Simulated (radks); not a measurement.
Spherical quantum dot in the effective-mass picture: electrons in a well V = -V0 / (1 + exp((r - R)/a)) with V0 = 18, R = 3.41, a = 0.38, with a point charge +2 (a donor) at the centre, all in effective atomic units (hartree* = m*/eps^2 hartree, bohr* = eps/m* bohr), one dielectric constant everywhere. Calculated with a radial shooting solver with Libxc functionals: non-relativistic Kohn-Sham, PBE, spin-polarised, spherical densities. Levels are named by radial order and angular momentum (1s, 1p, 1d, 2s, ...), and open shells are averaged over m.

N = 11, configuration 1s2 1p6 1d(up 1, down 0) 2s2. This is the lowest configuration that the search found. Occupied and some empty levels:

level    occupation  eigenvalue (hartree*)  <r> (bohr*)
1s up             1                -13.525        1.220
1s down           1                -13.513        1.205
1p up             3                -12.771        1.852
1p down           3                -12.744        1.847
2s up             1                -12.361        1.535
2s down           1                -12.342        1.547
1d up             1                -12.105        2.037
1d down           0                -12.075        2.035
1f up             0                -11.314        2.170
1f down           0                -11.282        2.170
2p up             0                -10.799        1.740
2p down           0                -10.783        1.741
1g up             0                -10.405        2.282
1g down           0                -10.373        2.282

Energy (hartree*): total -170.664, kinetic 12.991, external -210.22, Hartree 31.851, exchange-correlation -5.2898.
